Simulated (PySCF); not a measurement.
fluoro(silylmethyl)silane (CH7FSi2), SMILES F[SiH2]C[SiH3]. Coordinates come from a PBE-D3(BJ)/def2-SVP optimisation. The values are those of a single conformer.

**Question.** Give the equilibrium geometry at PBE-D3(BJ)/def2-SVP (PySCF confirms it by a frequency run) as bond lengths and angles. (The exact figures need the calculation; the answer reports its results.)

**Answer.** One answer among several that fit: 
Atoms: Si1 C2 Si3 F4 H5 H6 H7 H8 H9 H10 H11. Bonded distances (Å): Si1–C2 1.900, Si1–H5 1.505, Si1–H6 1.506, Si1–H7 1.501, C2–Si3 1.875, C2–H8 1.111, C2–H9 1.112, Si3–F4 1.646, Si3–H10 1.502, Si3–H11 1.502. Angles (°): C2–Si1–H5 109.9, C2–Si1–H6 110.2, C2–Si1–H7 110.5, H5–Si1–H6 108.5, H5–Si1–H7 109.0, H6–Si1–H7 108.7, Si1–C2–Si3 113.8, Si1–C2–H8 108.6, Si1–C2–H9 108.8, Si3–C2–H8 110.1, Si3–C2–H9 108.2, H8–C2–H9 107.1, C2–Si3–F4 108.3, C2–Si3–H10 110.5, C2–Si3–H11 112.2, F4–Si3–H10 107.6, F4–Si3–H11 107.5, H10–Si3–H11 110.5.
Charge 0, spin multiplicity 1.
